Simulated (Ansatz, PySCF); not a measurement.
The pair A = C2H4 (SMILES C=C) (first 6 atoms), B = CH3Cl (SMILES CCl); geometry from B3LYP-D3(BJ)/def2-TZVP.
(charge 0, multiplicity 1):
```xyz
11

C      0.5416    -0.4751     0.2144
C     -0.3964     0.4608     0.2252
H      0.5383    -1.2831     0.9362
H      1.3418    -0.4728    -0.5161
H     -0.4037     1.2695    -0.4960
H     -1.1958     0.4479     0.9563
C      0.4929     0.3685     3.9151
Cl    -0.7665    -0.8992     3.7313
H      0.0610     1.1975     4.4677
H      1.3283    -0.0603     4.4603
H      0.7986     0.6827     2.9220
```

Frozen-core correlation. Rows in 6-31G* carry no dispersion term and start afresh at each structure (6-31G* with six Cartesian d functions).

Programs: Ansatz (Gaussian basis) for Hartree–Fock, density functionals and correlated methods; PySCF for 6-31G* rows. Values without a source in brackets are computed.

Total energies (hartree), monomers frozen at their geometry in the pair:

| structure | HF/6-31G* | PBE/def2-TZVPPD | CCSD(T)/aug-cc-pV(D+d)Z |
|---|---|---|---|
| AB | -577.1249090 | -578.3956721 | -577.8443728 |
| A in the pair's basis | -78.0322792 | -78.5018545 | -78.3689645 |
| B in the pair's basis | -499.0931407 | -499.8923564 | -499.4728271 |
| A | -78.0314455 | -78.5017869 | -78.3681879 |
| B | -499.0929529 | -499.8922936 | -499.4716459 |

Question: Work out the interaction energy without and with the counterpoise correction, and the superposition error, for each level.

Answer: 
E(AB) − E(A) − E(B), times 627.509 kcal/mol, with the monomers in their own basis and then in the pair's basis:
- HF/6-31G*: -0.32 uncorrected, 0.32 corrected; the monomers gain 0.64 kcal/mol from borrowed functions
- PBE/def2-TZVPPD: -1.00 uncorrected, -0.92 corrected; the monomers gain 0.08 kcal/mol from borrowed functions
- CCSD(T)/aug-cc-pV(D+d)Z: -2.85 uncorrected, -1.62 corrected; the monomers gain 1.23 kcal/mol from borrowed functions

Ansatz is an electronic-structure program.
